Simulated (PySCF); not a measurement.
Compound: CF3C(O)Cl, C₂ClF₃O.
Numbering: `[O:1]=[C:2]([Cl:3])[C:4]([F:5])([F:6])[F:7]`

Computed geometry: GFN2-xTB, gas phase.

Entries marked ? are missing. Bonds in one row agree within 0.01 Å.

```tsv
coordinate	value
O1=C2	?
C2–Cl3	?
C2–C4	?
C4–F5, C4–F6, C4–F7	?
O1–C2–Cl3	?
O1–C2–C4	124.6°
Cl3–C2–C4	?
C2–C4–F5	111.1°
F5–C4–F6	?
```

Q: Fill in the missing values.

A: 
- O1=C2 = 1.181 Å, drawn double (carbonyl oxygen to acyl halide carbon); 0.21 Å below the sum of covalent radii, 1.39 Å.
- C2–Cl3 = 1.724 Å, drawn single (ends: acyl halide carbon; chlorine bonded to C); 0.03 Å below the sum of covalent radii, 1.75 Å.
- C2–C4 = 1.555 Å, drawn single (acyl halide carbon to CF3 carbon); 0.06 Å above the sum of covalent radii, 1.49 Å.
- C4–F5, C4–F6, C4–F7 = 1.333 Å, drawn single (CF3 carbon to fluorine of a CF3 group); equal to the sum of covalent radii, 1.33 Å.
- O1–C2–Cl3 = 124.9°, at the acyl halide carbon; the outer atoms are 2.588 Å apart.
- Cl3–C2–C4 = 110.5°, at the acyl halide carbon; the outer atoms are 2.696 Å apart.
- F5–C4–F6 = 107.6°, at the CF3 carbon; the outer atoms are 2.153 Å apart.

Radii are Cordero's, carbon taken as 0.76, 0.73 or 0.69 Å for four, three, and two or fewer neighbours.

No GFN2-xTB frequencies stand behind this structure, so it isn't proved a minimum.

The values belong to the conformer `[O:1]=[C:2]([Cl:3])[C:4]([F:5])([F:6])[F:7]`: O1–C2–C4–F5 -120°.
